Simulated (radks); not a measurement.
Task: Species: Hg3+. Configuration: [Xe] 4f14 5d8 6d1 (not the ground configuration). Method: Dirac Kohn-Sham, PBEsol, spin-unpolarised, spherical densities, finite nucleus; open shells are shared between the two j in proportion to 2j + 1; Fermi nuclear charge, rms radius 5.4648 fm; computed with a radial shooting solver on a logarithmic mesh with Libxc functionals. Some entries of the table are withheld. Estimate them.

orbital,occ.,eigenvalue (hartree),<1/r> (bohr^-1),<r^2> (bohr^2)
1s1/2,2,-3050.584,97.47,(1)
2s1/2,2,-541.5835,24.01,0.005744
2p1/2,2,-519.9051,23.98,0.004055
2p3/2,4,-448.3721,19.41,0.005241
3s1/2,2,-129.7099,8.811,0.03728
3p1/2,2,(2),8.727,0.03393
3p3/2,4,(3),7.535,0.04033
3d3/2,4,-87.73029,7.435,0.03087
3d5/2,6,-84.33408,7.165,0.03260
4s1/2,2,-29.73826,3.734,(4)
4p1/2,2,-25.52509,(5),0.1833
4p3/2,4,-21.69565,(6),0.2156
4d3/2,4,-14.78988,3.011,(7)
4d5/2,6,-14.07570,2.916,(8)
5s1/2,2,-5.89246,1.531,0.9044
4f5/2,6,-5.18458,(9),0.2764
4f7/2,8,-5.03026,(10),0.2842
5p1/2,2,-4.49030,1.410,1.046
5p3/2,4,-3.80193,1.261,1.252
5d3/2,3.2,-1.86526,0.9866,2.010
5d5/2,4.8,-1.78389,0.9544,2.133
6d3/2,0.4,-0.59991,0.3384,15.51
6d5/2,0.6,-0.58987,0.3328,16.05

Result: 
(1) 1s1/2 <r^2> (bohr^2): 0.0003812
(2) 3p1/2 eigenvalue (hartree): -119.8986
(3) 3p3/2 eigenvalue (hartree): -104.0557
(4) 4s1/2 <r^2> (bohr^2): 0.1801
(5) 4p1/2 <1/r> (bohr^-1): 3.626
(6) 4p3/2 <1/r> (bohr^-1): 3.212
(7) 4d3/2 <r^2> (bohr^2): 0.2264
(8) 4d5/2 <r^2> (bohr^2): 0.2378
(9) 4f5/2 <1/r> (bohr^-1): 2.555
(10) 4f7/2 <1/r> (bohr^-1): 2.518
